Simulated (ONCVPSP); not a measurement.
O: variants of one ONCV potential

Base potential:

ONCVPSP 4.0.1 input, shortened (lines: element, Z, core and valence counts, functional; n l f; lmax; l rc ep ncon nbas qcut; lloc lpopt rc5 dvloc0; l nproj debl; icmod fcfact rcfact), PBE, scalar-relativistic:

```
  O 8.00    1    2        4      upf
    1    0    2.00
    2    0    2.00
    2    1    2.50
    1
    0    0.95    0.00    4    8    5.90
    1    1.50    0.00    4    9    8.40
    4    5    0.65    4.00
    0    3    2.10
    1    2    2.10
    3    4.00    1.30
```

Cutoffs, loose and tight: the cutoffs (Ha) at which the residual kinetic energy of the hardest occupied pseudo-wave falls to 1 and 0.1 mHa per electron. They do not see the model core or the augmentation charge, which bear on the density cutoff. Test errors are all-electron minus pseudo excitation energies from the reference, over the configurations 2s2 2p4; 2s2 2p3; 2s2 2p2; 2s2 2p1. A dash means not determined; rows that change the core or the reference have their own tests.

A true bound ghost makes a file unfit for plane-wave use even where its test errors are small: the radial tests pick states by their node count and pass the ghost by.

```csv
change,outcome,"cutoff, loose","cutoff, tight",bound ghosts,GHOST(+) flags above zero,largest test error (meV)
base,generated,158 Ha,197 Ha,s,none,+506
"p: ncon 3, nbas 8",generated,158 Ha,197 Ha,s,none,+561
s: debl 2,generated,158 Ha,197 Ha,s,none,+506
reference 2s2 2p3,generated,156 Ha,196 Ha,s,none,+727
s: qcut 8,generated,34 Ha,168 Ha,none,s,+484
"core correction Teter function, fcfact 3.9, rcfact 1.3",generated,158 Ha,197 Ha,s,none,+506
p: rc 1.64,generated,158 Ha,197 Ha,s,none,+620
"core correction Teter function, fcfact 4, rcfact 1.96",generated,158 Ha,197 Ha,s,none,+449
"local potential polynomial inside 0.65 bohr (lpopt 5, dvloc0 -1 Ha)",generated,158 Ha,197 Ha,s,none,+506
"core correction Teter function, fcfact 5.5, rcfact 1.65",generated,158 Ha,197 Ha,s,none,+484
```

(1) What comes out with this change to the base: s: rc 1.04?

(2) What comes out with this change to the base: fully relativistic?

## Answers

(1) outcome: generated; cutoff, loose: 109 Ha; cutoff, tight: 159 Ha; bound ghosts: s; GHOST(+) flags above zero: none; largest test error (meV): +517.

(2) outcome: generated; cutoff, loose: 157 Ha; cutoff, tight: 196 Ha; bound ghosts: s; GHOST(+) flags above zero: none; largest test error (meV): +509.
